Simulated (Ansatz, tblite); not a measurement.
Isomers of Sn3H6 (singlet), found by a short tight-binding search and relaxed with PBE0-D4/def2-SVP in Ansatz.

In the def2 sets Sn takes a core potential; there is no spin–orbit coupling. The xTB rows come from tblite. HSE06 is defined as in plane-wave codes, on full-range PBE exchange. Correlated methods freeze 12 core orbitals; core or outer-core shells of Sn are correlated, in sets that lack core-valence functions.

Other spin states weren't relaxed.

A:

```xyz
9

Sn    1.033    0.271   -0.882
Sn    0.769   -1.846    1.033
Sn   -1.379    1.030    1.272
H     0.286    0.411   -2.429
H    -2.138    0.133   -0.053
H    -0.377   -0.505    1.903
H    -0.598   -2.439    0.069
H     2.399    1.332   -0.928
H     0.005    1.612    0.015
```

B:

Cartesian coordinates in Å:
```
Sn -0.248 1.060 0.804
Sn 1.942 -0.691 -1.008
Sn -0.941 -0.884 -1.058
H 1.549 0.864 0.262
H -0.275 2.751 0.507
H -1.866 -2.068 -0.229
H -1.957 -0.108 -2.206
H -0.003 0.783 2.478
H 1.799 -1.706 0.450
```

C:

Cartesian coordinates in Å:
```
Sn 1.158 -0.432 1.053
Sn 0.404 0.518 -1.485
Sn -1.563 -0.086 0.432
H 1.845 -2.000 1.158
H 0.638 2.162 -1.912
H -2.541 -1.486 0.276
H 1.962 0.649 2.115
H -2.423 1.161 1.235
H 0.520 -0.485 -2.871
```

Estimate which lies lowest at each level, and how far above it the others are (kcal/mol).


| level | A | B | C |
| --- | --- | --- | --- |
| GFN1-xTB | 0.0 | 12.2 | 41.3 |
| GFN2-xTB | 0.0 | 14.0 | 47.9 |
| HF/def2-SVP | 6.2 | 0.0 | 3.1 |
| LDA (SPW92)/def2-TZVP | 2.2 | 0.0 | 6.6 |
| PBE-D4/def2-TZVP | 0.2 | 0.0 | 8.4 |
| r2SCAN-D4/def2-TZVP | 2.1 | 0.0 | 6.9 |
| PBE0-D4/def2-TZVP | 3.1 | 0.0 | 6.0 |
| HSE06-D4/def2-TZVP | 3.0 | 0.0 | 6.0 |
| MP2/def2-SVP | 6.8 | 0.0 | 3.0 |
| CCSD/def2-SVP | 5.2 | 0.0 | 4.4 |
| CCSD(T)/def2-SVP | 5.1 | 0.0 | 4.5 |
Point groups (tolerance 0.1 Å): A not assigned, B not assigned, C not assigned. Lower isomers may exist.
